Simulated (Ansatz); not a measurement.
`F[Si](F)(Cl)I` + HCl → `F[Si](F)(Cl)Cl` + HI at 600 K and 1 bar (ligand exchange at the Si–I bond).

Program: Ansatz. Geometries: PBE0-D4/def2-TZVP. ΔE: electronic, gas phase. CCSD(T)/CBS adds triple-zeta CCSD(T) − MP2 to the extrapolated MP2 energy (def2 sets, frozen cores). This one scheme is used for every species. def2 core potentials past Kr. For I outer-core shells are correlated without core-valence functions, which leaves a few kJ/mol of doubt a bond.

```
         species  CCSD(T)/CBS energy (Eh)  H − E (kJ/mol)  S (J/(mol·K))
 `F[Si](F)(Cl)I`              -1246.11308            70.6          414.8
             HCl               -460.38127            35.4          207.2
`F[Si](F)(Cl)Cl`              -1408.46553            71.4          386.6
              HI               -298.03592            31.6          227.0
```

H − E and S are ideal-gas, rigid-rotor, harmonic terms from PBE0-D4/def2-TZVP. 1 Eh = 2625.50 kJ/mol, R = 8.31446 J/(mol·K).

By hand: ΔE, ΔH, ΔS and ΔG.

ΔE = (-1408.46553) + (-298.03592) − (-1246.11308) − (-460.38127) = -0.00710 Eh = -18.6 kJ/mol. Δ(H − E) = 71.4 + 31.6 − 70.6 − 35.4 = -3.0, so ΔH = -21.6 kJ/mol. ΔS = 386.6 + 227.0 − 414.8 − 207.2 = -8.4 J/(mol·K). ΔG = -21.6 − 600 × (-8.4)/1000 = -16.6 kJ/mol.

By hand: the equilibrium constant, and the temperature at which ΔG would vanish if ΔH and ΔS stayed fixed.

log₁₀ K = −ΔG/(RT ln 10) = 1.4. ΔG = 0 at ΔH/ΔS = 2571 K, far beyond where these terms or the molecules hold.

The number of gas molecules stays the same, so ΔS is small and ΔH decides. A doubt of 5 kJ/mol in ΔE shifts log₁₀ K by 0.4 here. These are equilibria of isolated gas molecules and say nothing of rates. Largest T1 diagnostic: 0.010 (customary marks: 0.02 for closed shells, 0.045 for open ones).
